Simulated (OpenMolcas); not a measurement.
**Ne⁵⁺: from CASSCF to CASPT2**

```
Program             : OpenMolcas
Basis               : ANO-R3 [4s4p2d1f]
Scalar Hamiltonian  : X2C, finite nucleus
Active space        : 3 electrons in 4 orbitals (2s 2p)
State averaging     : 2S+1 = 4 odd, 1 root; 2S+1 = 2 odd, 8 roots (3 in the spin-orbit step); 2S+1 = 4 even, 3 roots; 2S+1 = 2 even, 9 roots
Spin-orbit coupling : RASSI with atomic mean-field integrals over the reference wave functions, term energies averaged over their components
```

Methods on the same reference wave functions:
A. CASSCF
B. SS-CASPT2, IPEA 0.25 Eh, imaginary shift 0.1 Eh (closed shells correlated: 1s)

Energies in cm⁻¹ above 2s² 2p ²P°_1/2, the measured ground level; measured values from NIST levels in Podobedova, Fuhr, Reader and Wiese, J. Phys. Chem. Ref. Data 33, 525 (2004).

```json
{"Level": "2s² 2p ²P°_1/2", "A": "0.0", "B": "0.0", "Measured": "0.0"}
{"Level": "2s² 2p ²P°_3/2", "A": "1208", "B": "1208", "Measured": "1310"}
{"Level": "2s 2p² ⁴P_1/2", "A": "93755", "B": "98753", "Measured": ""}
{"Level": "2s 2p² ⁴P_3/2", "A": "94185", "B": "99183", "Measured": ""}
{"Level": "2s 2p² ⁴P_5/2", "A": "94890", "B": "99888", "Measured": ""}
{"Level": "2s 2p² ²D_3/2", "A": "184843", "B": "179415", "Measured": "179021"}
{"Level": "2s 2p² ²D_5/2", "A": "184850", "B": "179423", "Measured": "178992"}
{"Level": "2s 2p² ²S_1/2", "A": "235578", "B": "231751", "Measured": "230853"}
{"Level": "2s 2p² ²P_1/2", "A": "261162", "B": "251227", "Measured": "249292"}
{"Level": "2s 2p² ²P_3/2", "A": "261996", "B": "252056", "Measured": "250112"}
```

Deviations, from unrounded energies. A percentage is the sum of absolute deviations over the sum of measured energies, with the sign that they share, or ± where signs differ.

| Against measurement | Levels | A | B |
| --- | --- | --- | --- |
| mean absolute deviation (cm-1) | 6 | 6700 | 950 |
| fine structure of the ground term (%) | 1 | -7.8 | -7.8 |
| other configurations (%) | 5 | +3.7 | +0.5 |

B lies closest to measurement on these levels. The largest miss of B in the table is 2s 2p² ²P_3/2, by +1900 cm-1. The ranking rests on the paired levels alone, and a cruder setting can come out closer through cancelling errors.

The lowest spin-free term lies below A's lowest term by 0.050 hartree in B.

Measured partners are found by configuration, term and J. A level has none where our copy of the source lacks it or the pairing is in doubt (some pairs that miss far off the trend of their configuration count as doubtful), and it then counts in no deviation. Levels of configurations outside the active space are missing. The table leaves out levels that lie high or whose names do not pair safely across all columns.

° marks odd parity.
